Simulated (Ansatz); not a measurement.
Consider the formal exchange of groups at the Si–Si bond: `O[Si]([SiH3])(Cl)Cl` + `C/C=C/CF` → `O[Si](F)(Cl)Cl` + `C/C=C\C[SiH3]`.

Program: Ansatz. Geometries: PBE0-D4/def2-TZVP. ΔE: electronic, gas phase. CBS: MP2 limit from def2 TZ/QZ plus the TZ coupled-cluster correction, frozen cores. Double bonds are as drawn, so ΔE can hold a change between cis and trans. DFT in def2-TZVPP. B3LYP here is the variant with VWN-RPA as its local correlation; programs differ in this. Each species was taken in one conformer, which may not be the lowest.

CCSD(T)/CBS gives -2.33 eV.

Another level gave -2.27 eV. Which?
A. MP2/def2-TZVPP
B. B2PLYP/def2-TZVPP
C. CCSD/def2-TZVPP
D. B3LYP-D4/def2-TZVPP

B. B2PLYP -2.27, CCSD/def2-TZVPP -2.32, B3LYP-D4 -2.18, MP2/def2-TZVPP -2.48 eV.

Largest T1 diagnostic among the species: 0.011.

In def2-TZVPP, CCSD(T) changes the Hartree–Fock value by −0.04 eV (the triples alone add +0.01 eV) and MP2 by −0.20 eV. From PBE to PBE0 (25 % exact exchange), in def2-TZVPP and without D4, ΔE moves by −0.11 eV.
